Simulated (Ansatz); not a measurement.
| atom | x (Å) | y (Å) | z (Å) |
| --- | --- | --- | --- |
| C | 0.0000 | -0.0561 | -0.6352 |
| C | 0.0000 | -0.0490 | 0.7808 |
| H | 0.0000 | 0.7423 | 1.6530 |
| H | 0.0000 | -1.0638 | -1.2592 |
| H | 0.0000 | 0.9521 | -1.2676 |

Basis set: def2-TZVP (spherical functions). Frozen core: 2 orbitals. Charge 0, multiplicity 2.

Computed with Ansatz (development build ahead of 0.2.0); each method stands on the lowest determinant of its kind that the runs found.

Problem. Give the atomization energy at this shape (free ground-state atoms in the same class of orbitals less the molecule, no zero-point energy) of doublet C2H3 by UHF-MP2, UHF.

Solution.

| method | atomization energy |
| --- | --- |
| UHF-MP2 | 1691.9 kJ/mol |
| UHF | 1334.7 kJ/mol |

Caution: the shape is not the minimum; the unrestricted determinant is spin contaminated.
